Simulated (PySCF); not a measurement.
Unknown compound

The spectra below were simulated for a compound C5H11NO2Si.

¹H NMR (500 MHz, computed): δ 8.87 (m, 1H), 8.80 (m, 1H), 5.52 (sept, 1H), 5.29 (s, 2H), 1.30 (d, 6H).

¹³C{¹H} NMR (computed): δ 186.0 (C), 176.7 (CH2), 67.1 (CH), 24.1 (CH3).

[PySCF: GFN2-xTB geometry; σ from GIAO-PBE0/pcSseg-1; no solvent; a single conformation; rapidly exchanging positions averaged; non-relativistic]

δ = σ(ref) − σ, references computed at the same level: TMS for ¹H (σ = 31.72 ppm) and ¹³C (σ = 186.93 ppm).

**Question.** What is the structure?

**Answer.** 
The formula gives 2 degrees of unsaturation (no ring in the answer). 4 carbon signals for 5 carbons: some carbons are equivalent by symmetry or fast rotation. Carbon types of the structure: 1 × C, 1 × CH, 1 × CH2, 2 × CH3, leaving 2 H on heteroatoms. δC 186.0: carbonyl carbon. δC 176.7: C=N carbon. δC 67.1: sp3 CH bonded to O; the inductive effect lowers its shielding. δC 24.1: methyl carbon; saturated and bonded to C and H only. δH 8.87, 8.80: hydrogen on a C=N carbon. δH 5.52: hydrogen on an sp3 CH bonded to O; its carbon carries O, hence the downfield position. δH 1.30: hydrogen on a methyl carbon.

The compound is `O=C([SiH2]N=C)OC(C)C`.

The data come from this structure; uniqueness wasn't tested.

Shifts are as computed. Against solution values, carbons near 30 ppm lie about +3 ppm off and those near 130 ppm about +5 ppm. Of 1211 compounds with measured shifts, 218 miss one by over three times the rms of a fit or turn the order of signals round; such compounds aren't used in these exercises. Multiplicities follow the n + 1 count of equivalent neighbours, as no J values were calculated; m marks all less simple cases, F and P coupling included.
